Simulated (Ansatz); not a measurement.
Si₁₀H₁₈S, a cluster cut from the lattice of silicon (1 of the caps SH) was relaxed with PBE-D4 (def2-SVP) in Ansatz in these states: charge +1 doublet, neutral singlet. The geometries follow in no particular order.

A:

Cartesian coordinates in Å:
```
Si 2.6101 -0.5175 0.9512
Si 2.8220 -0.8501 -2.8442
Si -0.7935 -0.1501 2.6747
Si -3.9875 -0.0954 0.6364
Si -0.6046 -0.4351 -1.1655
Si 0.4545 0.4049 0.7630
Si 0.6878 0.1261 -3.0496
Si 3.8880 0.0445 -0.9439
Si -2.7602 0.5018 -1.2843
Si -2.9299 0.8203 2.5326
S 0.1758 0.6335 4.4566
H 3.2719 -0.0405 2.2226
H 2.4687 -2.0167 1.0354
H 3.6500 -0.6135 -4.0827
H 2.6621 -2.3380 -2.6590
H 1.4012 0.1085 4.1606
H -0.9382 -1.6537 2.7153
H -5.4146 0.3826 0.5387
H -3.9994 -1.5978 0.7606
H -0.7034 -1.9363 -1.0405
H 0.5500 1.9061 0.6474
H 0.8310 1.6268 -3.0847
H 0.0066 -0.3144 -4.3212
H 3.9385 1.5462 -1.0662
H 5.3002 -0.4712 -0.8215
H -2.6128 2.0020 -1.3287
H -3.4676 0.0585 -2.5406
H -2.7783 2.3081 2.3533
H -3.7282 0.5603 3.7845
```

B:

| atom | x (Å) | y (Å) | z (Å) |
| --- | --- | --- | --- |
| Si1 | 1.580 | -2.234 | -0.797 |
| Si2 | -0.733 | -3.439 | 2.035 |
| Si3 | 1.778 | 1.414 | -1.484 |
| Si4 | -0.433 | 3.961 | 0.375 |
| Si5 | -0.655 | 0.280 | 1.208 |
| Si6 | 0.204 | -0.319 | -0.881 |
| Si7 | -2.097 | -1.534 | 1.769 |
| Si8 | 0.160 | -3.990 | -0.071 |
| Si9 | -1.908 | 2.276 | 1.098 |
| Si10 | 0.441 | 3.379 | -1.734 |
| S11 | 2.612 | 0.937 | -3.421 |
| H12 | 2.196 | -2.463 | -2.149 |
| H13 | 2.650 | -1.940 | 0.220 |
| H14 | -1.569 | -4.578 | 2.556 |
| H15 | 0.378 | -3.118 | 2.996 |
| H16 | 3.865 | 0.639 | -2.966 |
| H17 | 2.873 | 1.477 | -0.457 |
| H18 | -1.163 | 5.266 | 0.180 |
| H19 | 0.710 | 4.123 | 1.338 |
| H20 | 0.510 | 0.384 | 2.158 |
| H21 | -0.855 | -0.379 | -1.949 |
| H22 | -3.042 | -1.695 | 0.609 |
| H23 | -2.856 | -1.133 | 3.004 |
| H24 | -0.933 | -4.137 | -1.092 |
| H25 | 1.011 | -5.233 | -0.022 |
| H26 | -2.991 | 2.072 | 0.074 |
| H27 | -2.498 | 2.575 | 2.447 |
| H28 | -0.626 | 3.017 | -2.729 |
| H29 | 1.391 | 4.394 | -2.312 |

Task: Judge from the bond lengths which geometry belongs to which state (an estimate).

Result: A is the neutral singlet (Si3–Si6 2.349 Å, Si3–Si10 2.351 Å, Si5–Si7 2.353 Å); B is the charge +1 doublet (Si3–Si6 2.417 Å, Si3–Si10 2.390 Å, Si5–Si7 2.384 Å).
